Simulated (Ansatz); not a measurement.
`CC(C)(C)[N]([GeH3])c1ccccc1`. Charge 0, multiplicity 1. The structure was optimised at the PBE0-D4/def2-TZVP level. It is one conformer, not always the lowest.

```xyz
29

C    -0.093    2.106    1.906
C     0.074    1.372    0.582
C     1.486    1.630    0.063
C    -0.939    1.918   -0.427
N    -0.118   -0.076    0.820
Ge   -1.392   -0.685    2.016
C     0.125   -0.949   -0.274
C    -0.876   -1.292   -1.182
C    -0.623   -2.171   -2.224
C     0.642   -2.717   -2.383
C     1.646   -2.387   -1.484
C     1.387   -1.517   -0.437
H     0.595    1.715    2.657
H    -1.114    2.024    2.292
H     0.112    3.169    1.768
H     1.638    2.702   -0.078
H     1.656    1.138   -0.896
H     2.230    1.266    0.774
H    -0.824    1.432   -1.398
H    -1.962    1.755   -0.079
H    -0.798    2.992   -0.571
H    -1.410   -2.208    1.839
H    -0.989   -0.313    3.452
H    -2.805   -0.111    1.744
H    -1.867   -0.867   -1.060
H    -1.418   -2.430   -2.914
H     0.842   -3.403   -3.197
H     2.634   -2.819   -1.591
H     2.160   -1.272    0.282
```

(1) What is the dipole moment at r2SCAN/def2-TZVPP? (Best estimate.)

(2) And with PBE, B3LYP, ωB97M-V? (An estimate is asked.)

(3) Give the Mulliken charges with r2SCAN, ωB97M-V, PBE in def2-TZVPP. (Best estimate.)

## Answers

(1) Computed: 0.71 D, with components (0.12, 0.62, -0.34) D in this frame, pointing from negative to positive charge.

(2) Computed: PBE 0.68 D, B3LYP 0.67 D, ωB97M-V 0.65 D.

(3) Computed: 
```json
{"atom": "C1", "r2SCAN": "-0.23", "ωB97M-V": "-0.36", "PBE": "-0.29"}
{"atom": "C2", "r2SCAN": "0.44", "ωB97M-V": "0.05", "PBE": "0.30"}
{"atom": "C3", "r2SCAN": "-0.24", "ωB97M-V": "-0.34", "PBE": "-0.29"}
{"atom": "C4", "r2SCAN": "-0.26", "ωB97M-V": "-0.32", "PBE": "-0.30"}
{"atom": "N5", "r2SCAN": "-0.28", "ωB97M-V": "-0.23", "PBE": "-0.16"}
{"atom": "Ge6", "r2SCAN": "0.14", "ωB97M-V": "0.07", "PBE": "0.12"}
{"atom": "C7", "r2SCAN": "0.16", "ωB97M-V": "0.03", "PBE": "0.07"}
{"atom": "C8", "r2SCAN": "-0.16", "ωB97M-V": "-0.14", "PBE": "-0.15"}
{"atom": "C9", "r2SCAN": "-0.09", "ωB97M-V": "-0.11", "PBE": "-0.11"}
{"atom": "C10", "r2SCAN": "-0.10", "ωB97M-V": "-0.12", "PBE": "-0.11"}
{"atom": "C11", "r2SCAN": "-0.07", "ωB97M-V": "-0.08", "PBE": "-0.09"}
{"atom": "C12", "r2SCAN": "-0.22", "ωB97M-V": "-0.21", "PBE": "-0.21"}
{"atom": "H13", "r2SCAN": "0.07", "ωB97M-V": "0.14", "PBE": "0.10"}
{"atom": "H14", "r2SCAN": "0.06", "ωB97M-V": "0.13", "PBE": "0.09"}
{"atom": "H15", "r2SCAN": "0.04", "ωB97M-V": "0.11", "PBE": "0.07"}
{"atom": "H16", "r2SCAN": "0.04", "ωB97M-V": "0.11", "PBE": "0.07"}
{"atom": "H17", "r2SCAN": "0.06", "ωB97M-V": "0.13", "PBE": "0.09"}
{"atom": "H18", "r2SCAN": "0.05", "ωB97M-V": "0.12", "PBE": "0.07"}
{"atom": "H19", "r2SCAN": "0.06", "ωB97M-V": "0.12", "PBE": "0.08"}
{"atom": "H20", "r2SCAN": "0.05", "ωB97M-V": "0.11", "PBE": "0.08"}
{"atom": "H21", "r2SCAN": "0.04", "ωB97M-V": "0.11", "PBE": "0.07"}
{"atom": "H22", "r2SCAN": "0.01", "ωB97M-V": "0.05", "PBE": "0.01"}
{"atom": "H23", "r2SCAN": "-0.02", "ωB97M-V": "0.02", "PBE": "-0.01"}
{"atom": "H24", "r2SCAN": "-0.03", "ωB97M-V": "0.01", "PBE": "-0.04"}
{"atom": "H25", "r2SCAN": "0.10", "ωB97M-V": "0.14", "PBE": "0.12"}
{"atom": "H26", "r2SCAN": "0.10", "ωB97M-V": "0.12", "PBE": "0.11"}
{"atom": "H27", "r2SCAN": "0.10", "ωB97M-V": "0.12", "PBE": "0.11"}
{"atom": "H28", "r2SCAN": "0.09", "ωB97M-V": "0.12", "PBE": "0.11"}
{"atom": "H29", "r2SCAN": "0.10", "ωB97M-V": "0.13", "PBE": "0.10"}
```

B3LYP here is the variant with VWN-RPA as its local correlation; programs differ in this.
